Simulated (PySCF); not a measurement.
## Which enantiomer?

The calculation used PySCF 2.14.0, TDDFT wB97X-D/def2-SVPD circular dichroism and optical rotation, one conformer, gas phase. Geometry: GFN2-xTB.

Values for one enantiomer of C7H11F, R in 10⁻⁴⁰ esu² cm² (velocity form):
| λ (nm) | f | R |
| --- | --- | --- |
| 153 | 0.0004 | -2.7 |
| 151 | 0.005 | +1.3 |
| 149 | 0.001 | +8.7 |
| 147 | 0.003 | +1.0 |
| 144 | 0.050 | -16.2 |
| 142 | 0.016 | -0.4 |
| 141 | 0.003 | +9.4 |
| 139 | 0.020 | -2.0 |
| 138 | 0.030 | -7.9 |
| 137 | 0.022 | +15.5 |
| 137 | 0.004 | +11.6 |
| 135 | 0.016 | -30.6 |

[α] at 589.3 nm: -14 deg dm⁻¹ (g/mL)⁻¹ (origin-invariant length gauge).

(1) Which structure gives these signs?
A. C[C@@H]1[C@@H](F)[C@H]2CC[C@@H]12
B. C[C@H]1[C@H](F)[C@@H]2CC[C@H]12

Answers

(1) B. Its CIP labels in SMILES order are R, S, R, R; the other enantiomer gives every sign reversed.

Geometry of C[C@H]1[C@H](F)[C@@H]2CC[C@H]12 as run:
```xyz
19

C    -2.349   -0.181   -0.279
C    -0.881    0.173   -0.429
C    -0.334    1.188    0.592
F     0.102    2.381    0.065
C     0.761    0.200    1.006
C     2.007    0.212    0.105
C     1.428   -0.950   -0.722
C     0.131   -0.872    0.090
H    -2.611   -0.995   -0.951
H    -2.563   -0.493    0.742
H    -2.972    0.679   -0.516
H    -0.674    0.487   -1.454
H    -1.036    1.444    1.391
H     0.925    0.069    2.072
H     2.138    1.142   -0.445
H     2.932   -0.022    0.627
H     1.319   -0.769   -1.790
H     1.964   -1.886   -0.577
H    -0.295   -1.798    0.466
```
